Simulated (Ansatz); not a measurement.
Reactions of C₃H₁₁NSi (`C[SiH2]N(C)C`).

Isolated molecules relaxed with PBE0-D4/def2-TZVP in Ansatz; ΔE leaves out vibrations. CCSD(T)/CBS adds triple-zeta CCSD(T) − MP2 to the extrapolated MP2 energy (def2 sets, frozen cores). This one scheme is used for every species. Triplets are unrestricted, without spin–orbit coupling. For Se outer-core shells are correlated without core-valence functions, which leaves a few kJ/mol of doubt a bond. Scalar relativity is left out up to krypton. One conformer a species, not always the lowest.

```tsv
reaction	CCSD/CBS(def2) (kJ/mol)	CCSD(T)/CBS(def2) (kJ/mol)
`C[SiH2]N(C)C` → `C[SiH3]` + `C=NC`	158	158
`C[SiH2]N(C)C` + `O=C[SiH](O)O` → `CO[SiH](O)C=O` + `CN(C)[SiH3]`	100	102
`C[SiH2]N(C)C` + `O[SiH](O)[SiH](Cl)Cl` → `C[SiH2][SiH](Cl)Cl` + `CN(C)[SiH](O)O`	-38	-38
`C[SiH2]N(C)C` + `C#C[SiH3]` → `C#C[SiH2][SiH2]C` + `CNC`	48	47
`C[SiH2]N(C)C` + `[SiH3]P` → `C[SiH2]P` + `CN(C)[SiH3]`	3	3
`C[SiH2]N(C)C` → `CN(C)[SiH3]` + `[CH2]` (triplet)	469	481
`C[SiH2]N(C)C` + `C[SeH]` → `C[SiH2][Se]C` + `CNC`	-18	-18
`C[SiH2]N(C)C` + `O[Si]S` → `CS[Si]O` + `CN(C)[SiH3]`	47	46
```

Largest T1 diagnostic: 0.015, for `O[Si]S`.
